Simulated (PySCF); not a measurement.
All numbers come from PySCF, UPBE0, basis Cs def2-TZVP with ECP46 (scalar-relativistic core potentials, no spin–orbit coupling, density fitting).

```xyz
3
charge 0 multiplicity 2, angstrom
Cs    0.0000    2.6014    0.0000
Cs    3.0593   -1.3007    0.0000
Cs   -3.0593   -1.3007    0.0000
```

Cs₃ (doublet), along the line from Cs1 (at 0) through Cs2 (at 4.958 Å). Core electrons replaced by a potential are absent, the electrostatic potential uses the reduced nuclear charge, and values within about 0.7 Å of such atoms have no physical meaning.

Task: Tabulate the fields along this line at -1.49, -1.24, -0.99, -0.74, 0.74, 0.99, 1.24, 1.49, 1.74, 1.98, 2.23, 2.48, 2.73, 2.98, 3.22, 3.47, 3.72, 3.97, 4.21, 5.70, 5.95, 6.20, 6.45, 6.69, 6.94, 7.19, 7.44, 7.69, 7.93 Å.

Result: 
| distance (Å) | electron density (e/Å³) | spin density (e/Å³) | electron localisation function | electrostatic potential (V) |
| --- | --- | --- | --- | --- |
| -1.49 | 0.127 | 4.69e-05 | 0.652 | 5.9 |
| -1.24 | 0.337 | 0.00161 | 0.828 | 10.8 |
| -0.99 | 0.784 | 0.00375 | 0.89 | 22.9 |
| -0.74 | 1.24 | 0.00411 | 0.864 | 54.5 |
| 0.74 | 1.24 | -0.00135 | 0.873 | 54.3 |
| 0.99 | 0.769 | -4.32e-06 | 0.887 | 22.7 |
| 1.24 | 0.323 | 0.000425 | 0.78 | 10.5 |
| 1.49 | 0.123 | 0.000553 | 0.441 | 5.37 |
| 1.74 | 0.0521 | 0.000844 | 0.135 | 2.97 |
| 1.98 | 0.0293 | 0.00142 | 0.0767 | 1.7 |
| 2.23 | 0.0227 | 0.00224 | 0.141 | 1.05 |
| 2.48 | 0.0215 | 0.00315 | 0.255 | 0.825 |
| 2.73 | 0.0234 | 0.00398 | 0.161 | 0.992 |
| 2.98 | 0.0306 | 0.00449 | 0.0918 | 1.6 |
| 3.22 | 0.0537 | 0.00433 | 0.146 | 2.83 |
| 3.47 | 0.125 | 0.00307 | 0.435 | 5.21 |
| 3.72 | 0.324 | 0.000603 | 0.773 | 10.3 |
| 3.97 | 0.768 | -0.00127 | 0.885 | 22.6 |
| 4.21 | 1.24 | 0.00169 | 0.871 | 54.2 |
| 5.70 | 1.23 | 0.00176 | 0.863 | 54.3 |
| 5.95 | 0.78 | -0.00117 | 0.886 | 22.7 |
| 6.20 | 0.335 | 0.00072 | 0.813 | 10.5 |
| 6.45 | 0.128 | 0.00316 | 0.608 | 5.62 |
| 6.69 | 0.0499 | 0.0044 | 0.313 | 3.38 |
| 6.94 | 0.0216 | 0.00458 | 0.14 | 2.2 |
| 7.19 | 0.0111 | 0.00421 | 0.0972 | 1.5 |
| 7.44 | 0.00678 | 0.00361 | 0.127 | 1.05 |
| 7.69 | 0.00465 | 0.00295 | 0.211 | 0.739 |
| 7.93 | 0.00334 | 0.00232 | 0.268 | 0.528 |

On a grid of 0.25 Å the density has a local minimum along the bond near 2.48 Å from Cs, at 0.02 e/Å³, where the ELF is 0.26.

Spin–orbit coupling, left out here, can matter for elements this heavy.
